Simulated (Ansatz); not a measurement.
```yaml
crystal:
  periodic: [false, false, false]
  atoms:
    - {symbol: C, position_ang: [-0.738374, -0.673494, 1.652335]}
    - {symbol: Si, position_ang: [-0.204759, -0.621285, -0.151603]}
    - {symbol: Si, position_ang: [2.107384, -0.251652, -0.309255]}
    - {symbol: B, position_ang: [-1.108867, 0.828037, -1.232066]}
    - {symbol: O, position_ang: [-1.767473, 1.810905, -0.574461]}
    - {symbol: H, position_ang: [-0.191750, -1.437594, 2.208573]}
    - {symbol: H, position_ang: [-0.558306, 0.292859, 2.128418]}
    - {symbol: H, position_ang: [-1.806079, -0.891004, 1.729623]}
    - {symbol: H, position_ang: [-0.451631, -1.944296, -0.803496]}
    - {symbol: H, position_ang: [2.469943, 1.066945, 0.283845]}
    - {symbol: H, position_ang: [2.875209, -1.301544, 0.417988]}
    - {symbol: H, position_ang: [2.555423, -0.251119, -1.729632]}
    - {symbol: H, position_ang: [-1.049807, 0.865309, -2.436333]}
    - {symbol: H, position_ang: [-2.144014, 2.478933, -1.155035]}
basis:
  gaussian: {orbitals: cc-pVTZ-PP, point_charges: [{charge: 0.50, position_ang: [7.648, 0.381, 0.496]}]}
hamiltonian: {xc: {name: HF}}
output: {forces: true}
```

```sh
$ ansatz run in.yaml --threads 4 --pin off --events-out ev --progress --plain --max-ram 10444MiB
```

It prints (some lines left out):

```
Functional definition: HF
  name "HF"
  cite "Fock, Z. Phys. 61, 126 (1930) doi:10.1007/BF01340294"
  parent pbe
  exchange = exact_x
  correlation = 0
Error: <dir> the basis set cc-pVTZ-PP has no functions for C
```

Q: What is wrong with this run?

A: The basis set is misnamed or doesn't suit the job. The program refused the input.
